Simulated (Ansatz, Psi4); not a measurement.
How basis sets differ on AlClF2 (SMILES [F][Al]([F])[Cl])

AlClF2 has 4 atoms, charge 0, and is taken as a singlet. SMILES: `[F][Al]([F])[Cl]`. The shape is that of a PBE0-D4/def2-TZVP optimisation.

Each level gives the vertical energy of the triplet above the singlet (eV). The values are calculated.

| level | kind | program | value (eV) | CPU time (all runs) |
| --- | --- | --- | --- | --- |
| MP2/ANO-RCC-MB (sfX2C) | perturbation theory | Ansatz | 7.60 | 4.1 s |
| MP2/STO-3G | perturbation theory | Ansatz | 8.74 | 1.4 s |
| MP2/ANO-RCC-VDZ (sfX2C) | perturbation theory | Ansatz | 7.08 | 8.6 s |
| MP2/ANO-RCC-VDZP (sfX2C) | perturbation theory | Ansatz | 7.51 | 15 s |
| MP2/def2-SVPD | perturbation theory | Psi4 | 7.61 | 35 s |
| MP2/ANO-RCC-VTZP (sfX2C) | perturbation theory | Ansatz | 7.64 | 49 s |
| MP2/ANO-RCC-VQZP (sfX2C) | perturbation theory | Ansatz | 7.63 | 8.1 min |

The values span 7.08 to 8.74 eV. A triplet this far above the singlet is often a Rydberg-like or dissociative state; sets without diffuse functions put Rydberg states too high. Without the sets that lack polarisation functions the rows with a basis span only 7.51 to 7.64 eV. CPU times are rough (shared hosts, several kinds of processor and program).
